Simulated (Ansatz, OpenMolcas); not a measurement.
How basis sets differ on InF (SMILES [F][In])

The species is InF (2 atoms), meant as a singlet with charge 0. As SMILES, `[F][In]`. The coordinates come from a PBE0-D4/def2-TZVP relaxation.

```jsonl
{"atom": "F", "x (Å)": "0.0000", "y (Å)": "0.0000", "z (Å)": "0.0159"}
{"atom": "In", "x (Å)": "0.0000", "y (Å)": "0.0000", "z (Å)": "2.0096"}
```

Each level gives the HOMO–LUMO gap (eV). The values are calculated.

| level | kind | program | value (eV) | CPU time |
| --- | --- | --- | --- | --- |
| HF/STO-3G | Hartree–Fock | OpenMolcas | 10.90 | 2.2 s |
| HF/3-21G | Hartree–Fock | OpenMolcas | 9.64 | 2.2 s |
| HF/def2-SV(P) (core potential) | Hartree–Fock | Ansatz | 10.27 | 0.31 s |
| HF/def2-TZVP (core potential) | Hartree–Fock | Ansatz | 10.10 | 0.4 s |
| HF/def2-TZVPP (core potential) | Hartree–Fock | OpenMolcas | 10.10 | 5.6 s |
| HF/def2-QZVP (core potential) | Hartree–Fock | Ansatz | 10.01 | 1.1 s |

All-electron rows without a relativistic Hamiltonian named are non-relativistic, while core potentials hold scalar relativity, so basis and relativity change together. The values span 9.64 to 10.90 eV. A Hartree–Fock LUMO above zero doesn't converge with the basis: it sinks as sets grow more diffuse. Orbital gaps aren't excitation energies. Times are those of the runs behind each value, whatever else they computed, on shared processors of several kinds: orders of magnitude only.
